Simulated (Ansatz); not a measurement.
The cluster AgGe5⁺, relaxed as a singlet with RKS PBE-D4/def2-SVP in Ansatz, starting from the GFN2-xTB geometry. Force threshold 0.02 eV/Å.

In the def2 sets Ag takes a core potential; there is no spin–orbit coupling. The restricted singlet is unstable towards broken spin symmetry in Hartree–Fock (as tested in another run); at PBE-D4/def2-SVP this wasn't settled. Another isomer (singlet) lies 0.58 eV lower at PBE0-D4/def2-TZVP; other spin states weren't run for this one.

Start:

| atom | x (Å) | y (Å) | z (Å) |
| --- | --- | --- | --- |
| Ag1 | 0.772 | -1.308 | 1.706 |
| Ge2 | 1.877 | 0.649 | 0.245 |
| Ge3 | -1.193 | 1.062 | 0.195 |
| Ge4 | -2.105 | -1.260 | 0.100 |
| Ge5 | 0.475 | 1.814 | -1.413 |
| Ge6 | 0.174 | -0.958 | -0.833 |

| step | energy (eV) | largest force component (eV/Å) | SCF passes |
| --- | --- | --- | --- |
| 1 | -286509.1518 | 0.558 | 24 |
| 2 | -286509.2035 | 0.119 | 25 |
| 3 | -286509.2177 | 0.097 | 23 |
| 4 | -286509.2257 | 0.091 | 23 |
| 5 | -286509.2303 | 0.056 | 24 |
| 6 | -286509.2313 | 0.017 | 24 |

Force components are those of the run's own axes.

End:

| atom | x (Å) | y (Å) | z (Å) |
| --- | --- | --- | --- |
| Ag1 | 0.539 | -1.129 | 1.713 |
| Ge2 | 1.929 | 0.567 | 0.152 |
| Ge3 | -1.138 | 1.025 | 0.291 |
| Ge4 | -2.029 | -1.313 | 0.146 |
| Ge5 | 0.446 | 1.916 | -1.353 |
| Ge6 | 0.253 | -1.065 | -0.949 |

Bonds formed: Ag1–Ge3 (atoms count from 1).

No frequencies were taken in this run, so the end may be a saddle point.

Hardware: 4 threads of Arm Neoverse V1 on a shared host. Wall time 20 s.
